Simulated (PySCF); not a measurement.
C3H6FNSi, SMILES C1[Si@H](F)NCC=1. Atoms are numbered in the order given.

```xyz
12

F      1.7433     0.0747    -1.2511
Si     0.9041     0.1503     0.1480
C     -0.5194     1.3326     0.0771
C     -1.6519     0.6161     0.1775
C     -1.5323    -0.8680     0.3599
N     -0.1290    -1.1952     0.4143
H      1.9778     0.3399     1.1585
H     -0.5326     2.4158    -0.0624
H     -2.6565     1.0524     0.1289
H     -2.0653    -1.3776    -0.4691
H     -2.0650    -1.1617     1.2866
H      0.1183    -2.1636     0.5583
```

Geometry: PBE0-D3(BJ)/def2-SVP. The structure was generated by enumeration; whether it is a known compound was not checked. Other conformers were not sampled.

Computed with PySCF with KT2/pcSseg-1.

GIAO shieldings, no solvent; atoms listed in one row are averaged. δ = σ(ref) − σ: ¹⁹F against CFCl3 (σ = 127.1 ppm); ²⁹Si against TMS (σ = 361.9 ppm); ¹³C against TMS (σ = 185.1 ppm); ¹⁵N against NH3 (σ = 266.2 ppm); ¹H against TMS (σ = 31.47 ppm), references at their B3LYP-D3(BJ)/def2-TZVP geometries, non-relativistic.

Computed chemical shifts:
```csv
nucleus,atoms,count,δ (ppm)
¹⁹F,F1,1,-160.4
²⁹Si,Si2,1,-9.8
¹³C,C4,1,152.4
¹³C,C3,1,121.1
¹³C,C5,1,57.6
¹⁵N,N6,1,58.2
¹H,H9,1,7.41
¹H,H8,1,6.26
¹H,H7,1,5.97
¹H,H10,1,4.51
¹H,H11,1,4.30
¹H,H12,1,1.98
```
